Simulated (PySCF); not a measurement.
C3H6AuN, charge -1, doublet, at a GFN2-xTB geometry (such geometries of metal compounds can be far from the true shape) (the multiplicity is a formal guess) (core potentials on Au) (in this run its highest filled SCF level lies above zero, so its values depend strongly on the basis, on diffuse functions most of all). Base run: DF-B3LYP/def2-SVP (PySCF).

PySCF was given this input:
```python
from pyscf import gto, scf, dft

mol = gto.M(
    atom='''
Au    0.341711    0.055074   -0.337038
C     1.699818    0.540479   -1.832344
H     2.595893   -0.094871   -1.835503
H     2.081230    1.568080   -1.768324
H     1.287392    0.453572   -2.846332
C    -2.616804   -0.721516    2.757288
N    -1.919171    0.008145    1.706044
C    -0.928383   -0.425489    1.077054
H    -2.587001   -0.132111    3.681651
H    -2.197772   -1.721150    2.969291
H    -3.668537   -0.842201    2.470959
''',
    basis='def2-svp',
    ecp={'Au': 'def2-svp'},
    charge=-1,
    spin=1,
    verbose=4,
)

mf = dft.UKS(mol)
mf.xc = 'b3lyp'
mf = mf.density_fit(auxbasis='def2-universal-jkfit')
mf.kernel()
```

Variants of this job, named by their change:

| change | basis functions | E (Eh) | HOMO (eV) | core-seconds (rough) |
|---|---|---|---|---|
| base | 118 | -308.31954 | 1.29 | 30 |
| basis = LANL2DZ | 70 | -308.10478 | 1.19 | 20 |
| basis = def2-SV(P) | 93 | -308.30130 | 1.29 | 20 |
| basis = def2-SVPD | 163 | -308.33844 | 0.94 | 40 |
| basis = def2-TZVP | 200 | -308.53453 | 0.99 | 50 |
| basis = def2-TZVPD | 245 | -308.53842 | 0.82 | 70 |

Totals compare only among sets that treat the same electrons; sets with core potentials leave the core out.

Open shells are given as the SCF converged; they aren't shown to be the lowest states, and a large step between rows can be another state.
